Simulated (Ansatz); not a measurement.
Process, species as SMILES: Br (HBr) → [Br-] + H+
B3LYP-D3(BJ)/def2-TZVP geometries, fixed; electronic energies without zero-point terms.

Basis-set convergence of the deprotonation energy at HF with Ansatz (a program for electronic structure). Cartesian d functions, on some or all atoms, in 6-31G, 6-31G*, 6-31G**; all else is spherical. No added dispersion term, no relativity. Functions are those of the species that has most. Reference: the value in aug-cc-pV5Z, 323.64 kcal/mol, itself unsure by roughly 0.05 kcal/mol (its mean distance from aug-pcseg-3, aug-cc-pVQZ, def2-QZVPPD). Deviations are taken from unrounded values.

```csv
basis,functions,deprotonation energy (kcal/mol),minus reference (kcal/mol)
6-31G,31,313.08,-10.56
cc-pVDZ,32,332.45,8.81
pcseg-1,32,330.51,6.87
6-31G*,37,322.14,-1.50
6-31G**,40,324.96,1.32
aug-cc-pVDZ,45,320.80,-2.84
pcseg-2,57,325.76,2.12
def2-TZVPP,62,326.57,2.93
aug-cc-pVTZ,82,323.19,-0.45
aug-pcseg-2,82,323.16,-0.49
pcseg-3,101,324.07,0.42
def2-QZVPP,119,324.85,1.21
pcseg-4,172,323.95,0.31
```
